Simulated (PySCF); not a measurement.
SMILES [SiH3][SiH2][Ge]([Cl])([Cl])[Cl] (H5Cl3GeSi2), CAM-B3LYP/def2-SVP optimised geometry.

```
11

Si     2.07     1.01    -1.81
Si     1.35    -0.30     0.00
Ge    -1.03    -0.30     0.00
Cl    -1.77     1.72     0.00
Cl    -1.92    -1.31     1.68
Cl    -1.79    -1.24    -1.79
H      1.49     0.46    -3.06
H      1.61     2.41    -1.60
H      3.56     0.97    -1.88
H      1.77    -1.72    -0.12
H      1.78     0.25     1.31
```

Density from CAM-B3LYP/def2-TZVP in PySCF at that geometry.

Minimum of the electron density along straight lines between bonded atoms, close to the bond critical point (lines longer than 1.1 times the sum of covalent radii, or with two minima, are not listed):

| bond | length / Å | ρ at the minimum / e bohr⁻³ | ∇²ρ there / e bohr⁻⁵ | position (fraction from the first atom) |
|---|---|---|---|---|
| Si1–Si2 | 2.346 | [?] | -0.18 | 0.44 |
| Si2–Ge3 | 2.381 | [?] | [?] | 0.37 |
| Ge3–Cl4 | 2.157 | 0.105 | 0.16 | 0.43 |
| Ge3–Cl5 | 2.152 | 0.107 | 0.15 | 0.43 |
| Ge3–Cl6 | 2.156 | 0.106 | 0.16 | 0.43 |
| Si1–H7 | 1.487 | 0.121 | 0.15 | 0.49 |
| Si1–H8 | 1.486 | 0.121 | 0.15 | 0.49 |
| Si1–H9 | 1.488 | 0.121 | 0.15 | 0.49 |
| Si2–H10 | 1.487 | 0.121 | 0.15 | 0.49 |
| Si2–H11 | 1.487 | 0.121 | 0.15 | 0.49 |

Complete the blanks.


- Si1–Si2, ρ at the minimum / e bohr⁻³: 0.094
- Si2–Ge3, ρ at the minimum / e bohr⁻³: 0.088
- Si2–Ge3, ∇²ρ there / e bohr⁻⁵: -0.13
